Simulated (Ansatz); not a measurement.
C2H4O, SMILES `C[C]O` (lower singlet; C–C–O–H torsion 180°) (charge 0, multiplicity 1). This singlet lies 1.33 eV below the relaxed triplet at the level frozen-core CCSD(T)/cc-pVTZ // B3LYP-D3(BJ)/def2-TZVP (Ansatz, a quantum-chemistry and plane-wave program).

Method: frozen-core fic-MRCISD+Q@CASSCF(6e,6o)/cc-pVTZ // B3LYP-D3(BJ)/def2-TZVP run with Ansatz.

Ansatz 0.2 input:
```yaml
crystal:
  periodic: [false, false, false]
  atoms:
    - { symbol: C, position_ang: [-0.770647, -0.039361, -0.030841] }
    - { symbol: C, position_ang: [0.46549, -0.51166, -0.714212] }
    - { symbol: O, position_ang: [1.414891, 0.375329, -0.495399] }
    - { symbol: H, position_ang: [-0.677158, 0.911039, 0.506289] }
    - { symbol: H, position_ang: [-1.559834, 0.024517, -0.786985] }
    - { symbol: H, position_ang: [-1.094195, -0.833564, 0.649669] }
    - { symbol: H, position_ang: [2.221446, 0.0737, -0.93765] }
basis:
  gaussian: { orbitals: cc-pVTZ }
correlation:
  method: fic_mrcisd_q
  active_space: { window: { electrons: 6, orbitals: 6 } }
```

Output:

```
Functional definition: HF
842 factors; integrals over basis functions are off by at most 9.5e-4 eV
mean field evaluation 1: about -4158.2356 eV, gradient 3.1e1 eV
mean field evaluation 2: about -4158.2380 eV, gradient 3.1e1 eV
mean field evaluation 4: about -4160.5271 eV, gradient 3.9e0 eV
mean field evaluation 8: about -4160.5847 eV, gradient 6.8e-2 eV
mean field -4160.58468920 eV, -152.8986671825 hartree, gradient 3.1e-6 eV, S^2 0.000000; 0 other end points of the search recorded, 0 dependent functions left out; unrestricted orbitals would lower it
reference -4160.58468920 eV, -152.8986671825 hartree; 12, 12 occupied and 134, 134 virtual orbitals, 842 factors
state -4163.23322329 eV, -152.9959990152 hartree
contracted CI cycle   1: correlation 0.00000000 eV, 0.0000000000 hartree, residual 4.15e1 eV
contracted CI cycle   2: correlation -11.71927035 eV, -0.4306752416 hartree, residual 6.49e0 eV
contracted CI cycle   3: correlation -12.05408319 eV, -0.4429793865 hartree, residual 1.75e0 eV
contracted CI cycle   4: correlation -12.08431290 eV, -0.4440903082 hartree, residual 6.99e-1 eV
contracted CI cycle   5: correlation -12.08945929 eV, -0.4442794342 hartree, residual 3.35e-1 eV
contracted CI cycle   6: correlation -12.09054662 eV, -0.4443193932 hartree, residual 1.69e-1 eV
contracted CI cycle   7: correlation -12.09081101 eV, -0.4443291093 hartree, residual 8.05e-2 eV
contracted CI cycle   8: correlation -12.09087334 eV, -0.4443313999 hartree, residual 3.79e-2 eV
contracted CI cycle   9: correlation -12.09088714 eV, -0.4443319069 hartree, residual 1.72e-2 eV
contracted CI cycle  10: correlation -12.09088986 eV, -0.4443320070 hartree, residual 7.73e-3 eV
contracted CI cycle  11: correlation -12.09089038 eV, -0.4443320259 hartree, residual 3.39e-3 eV
contracted CI cycle  12: correlation -12.09089048 eV, -0.4443320295 hartree, residual 1.38e-3 eV
state -4163.23322329 eV, -152.9959990152 hartree; corrected -4176.76861772 eV, -153.4934155859 hartree
state -4162.63390690 eV, -152.9739745440 hartree
contracted CI cycle   1: correlation 0.00000000 eV, 0.0000000000 hartree, residual 4.27e1 eV
contracted CI cycle   2: correlation -12.24938190 eV, -0.4501564818 hartree, residual 6.61e0 eV
contracted CI cycle   3: correlation -12.57897592 eV, -0.4622688387 hartree, residual 1.51e0 eV
contracted CI cycle   4: correlation -12.59786665 eV, -0.4629630601 hartree, residual 4.32e-1 eV
contracted CI cycle   5: correlation -12.59950063 eV, -0.4630231080 hartree, residual 1.37e-1 eV
contracted CI cycle   6: correlation -12.59966089 eV, -0.4630289973 hartree, residual 4.58e-2 eV
contracted CI cycle   7: correlation -12.59967977 eV, -0.4630296913 hartree, residual 1.73e-2 eV
contracted CI cycle   8: correlation -12.59968221 eV, -0.4630297810 hartree, residual 6.06e-3 eV
contracted CI cycle   9: correlation -12.59968252 eV, -0.4630297923 hartree, residual 2.06e-3 eV
contracted CI cycle  10: correlation -12.59968256 eV, -0.4630297937 hartree, residual 6.69e-4 eV
state -4162.63390690 eV, -152.9739745440 hartree; corrected -4176.74299190 eV, -153.4924738544 hartree
state -4163.23322329 eV, -152.9959990152 hartree; corrected -4176.76861772 eV, -153.4934155859 hartree
state -4161.89959694 eV, -152.9469891507 hartree
contracted CI cycle   1: correlation 0.00000000 eV, 0.0000000000 hartree, residual 4.39e1 eV
contracted CI cycle   2: correlation -12.74509253 eV, -0.4683735116 hartree, residual 6.74e0 eV
contracted CI cycle   3: correlation -13.12073506 eV, -0.4821781197 hartree, residual 1.43e0 eV
contracted CI cycle   4: correlation -13.14020678 eV, -0.4828936922 hartree, residual 3.85e-1 eV
contracted CI cycle   5: correlation -13.14156287 eV, -0.4829435279 hartree, residual 1.14e-1 eV
contracted CI cycle   6: correlation -13.14168447 eV, -0.4829479966 hartree, residual 3.64e-2 eV
contracted CI cycle   7: correlation -13.14169771 eV, -0.4829484830 hartree, residual 1.25e-2 eV
contracted CI cycle   8: correlation -13.14169930 eV, -0.4829485414 hartree, residual 4.45e-3 eV
contracted CI cycle   9: correlation -13.14169950 eV, -0.4829485487 hartree, residual 1.53e-3 eV
state -4161.89959694 eV, -152.9469891507 hartree; corrected -4176.63672193 eV, -153.4885685050 hartree
state -4163.23322329 eV, -152.9959990152 hartree; corrected -4176.76861772 eV, -153.4934155859 hartree
2 active orbitals were swapped for others, from the solution at -4162.63371192 eV, -152.9739673786 hartree to that at -4163.23321487 eV, -152.9959987055 hartree; typed "places" are swapped only where nearly empty or full, and so, without "given_window_search", are "orbital_numbers", "shells" and a window whose orbitals a file names under [Active]
Total energy: -4176.76861772 eV, -153.4934155859 hartree
```
